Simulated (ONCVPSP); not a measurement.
**What one change does to a pseudopotential (V (Z = 23), ONCV)**

ONCVPSP 4.0.1 input, shortened (lines: element, Z, core and valence counts, functional; n l f; lmax; l rc ep ncon nbas qcut; lloc lpopt rc5 dvloc0; l nproj debl; icmod fcfact rcfact), PBE, scalar-relativistic:

```
  V 23.00    3    4        4      upf
    1    0    2.00
    2    0    2.00
    2    1    6.00
    3    0    2.00
    3    1    6.00
    3    2    3.00
    4    0    2.00
    2
    0    1.65    0.00    4    7    7.00
    1    1.55    0.00    4    9    8.40
    2    2.10    0.00    3    7    6.90
    4    5    1.40    3.00
    0    2    0.40
    1    2    2.90
    2    2    3.20
    1    0.35    0.00
```

All-electron outer shells of the reference configuration (PBE, scalar-relativistic, ld1.x):

```tsv
shell	level (eV)	outermost node (bohr)	outermost maximum (bohr)
2p	-503.16	–	0.21
3s	-70.24	0.38	0.82
3p	-44.04	0.35	0.84
3d	-5.16	–	0.90
4s	-4.70	1.17	2.76
```

Change: d: qcut 4.7.

Cutoffs: the cutoffs (Ha) at which the residual kinetic energy of the hardest occupied pseudo-wave falls to 1 and 0.1 mHa per electron; they do not see the model core or the augmentation charge, which bear on the density cutoff. Errors are all-electron minus pseudo energies relative to the spin-unpolarised reference configuration.

Question: How do hardness, ghosts and transferability respond?

Answer: The potential gets harder (23 Ha and 27 Ha → 44 Ha and 91 Ha); of the 4 tests that both files solve, the error grows in 4 and shrinks in 0 by more than 15 % and 0.3 meV (median size 72.2 → 151.3 meV); neither file shows a bound ghost.

| quantity | base | changed |
| --- | --- | --- |
| cutoff, loose | 23 Ha | 44 Ha |
| cutoff, tight | 27 Ha | 91 Ha |
| loose cutoff by channel | s 16 Ha, p 23 Ha, d 19 Ha | s 16 Ha, p 23 Ha, d 44 Ha |
| bound ghosts | none | none |
| GHOST(+) flags under 300 eV | none | none |
| error for 3s2 3p6 3d3 4s1, meV [ΔE 7.74 eV] | +0.1 | -1.8 |
| error for 3s2 3p6 3d3 4s0, meV [ΔE 22.03 eV] | -4.7 | -28 |
| error for 3s2 3p6 3d2 4s0, meV [ΔE 50.93 eV] | +140 | +275 |
| error for 3s2 3p6 3d2 4s2, meV [ΔE 10.97 eV] | +173 | +332 |
| s: phases at 1.68 bohr within 0.05 rad from the reference energy up to (Ha; the scan ends near 5) | to the end of the scan | to the end of the scan |
| p: phases at 1.58 bohr within 0.05 rad from the reference energy up to (Ha; the scan ends near 5) | to the end of the scan | to the end of the scan |
| d: phases at 2.13 bohr within 0.05 rad from the reference energy up to (Ha; the scan ends near 5) | 1.0 | 0.7 |
| rms error of d²Exc/dni dnj with the model core, mHa | 1.73 | 3.40 |
